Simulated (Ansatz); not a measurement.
Relaxation of H8O5SiSn (15 atoms, charge 0, multiplicity 1), to a largest force component of 0.03 eV/Å in at most 50 steps.

The calculation used RKS PBE/def2-SVP (Ansatz 0.2.0).

```xyz
15
Properties=species:S:1:pos:R:3
Sn -0.255 -0.124 0.065
O -0.674 -0.272 1.997
H -1.504 0.221 2.161
O 1.691 0.004 -0.370
H 1.934 -0.851 -0.779
O -1.407 1.367 -0.600
H -1.600 1.208 -1.549
O -0.756 -1.867 -0.797
H -1.238 -2.399 -0.133
O 1.219 1.976 1.894
Si 2.903 1.800 1.817
H 3.359 0.378 2.002
H 3.359 2.361 0.505
H 3.544 2.619 2.917
H 0.770 1.321 2.487
```

Q: Where does it end, and by what steps?

A: The forces met the threshold. The force dipped under the threshold on the way, but the program's further checks kept it going. After 18 steps the energy has fallen by 0.293 eV; O6 moved furthest, 0.59 Å. Joined: Sn1–O10 (3.15 → 2.35 Å).

```
step  energy less start (eV)  largest force component (eV/Å)  accepted
   0                  0.0000                           0.659       yes
   1                 -0.0867                           0.287       yes
   2                 -0.1717                           0.507       yes
   3                 -0.2134                           0.449       yes
   4                 -0.2506                           0.197       yes
   5                 -0.2604                           0.174       yes
   6                 -0.2665                           0.245       yes
   7                 -0.2721                           0.159       yes
   8                 -0.2790                           0.118       yes
   9                 -0.2812                           0.367       yes
  10                 -0.2854                           0.176       yes
  11                 -0.2877                           0.084       yes
  12                 -0.2899                           0.082       yes
  13                 -0.2898                           0.303        no
  14                 -0.2908                           0.068       yes
  15                 -0.2917                           0.151       yes
  16                 -0.2922                           0.065       yes
  17                 -0.2925                           0.012       yes
  18                 -0.2928                           0.029       yes
```

```xyz
15
Properties=species:S:1:pos:R:3
Sn -0.066 0.089 0.223
O -0.527 -0.240 2.189
H -1.491 -0.353 2.296
O 1.856 -0.341 -0.173
H 1.871 -1.045 -0.852
O -0.902 1.676 -0.655
H -1.527 1.310 -1.315
O -1.070 -1.386 -0.734
H -1.037 -2.190 -0.177
O 1.084 1.621 1.585
Si 2.794 1.782 1.687
H 3.454 0.510 2.126
H 3.254 2.246 0.346
H 3.061 2.845 2.719
H 0.593 1.219 2.353
```

Whether the end is a true minimum wasn't checked by a vibrational analysis.

The run took 17 s on 4 threads of AMD EPYC 9R45 96-Core Processor (Zen 5), with other jobs on the host, peak memory 0.25 GiB.
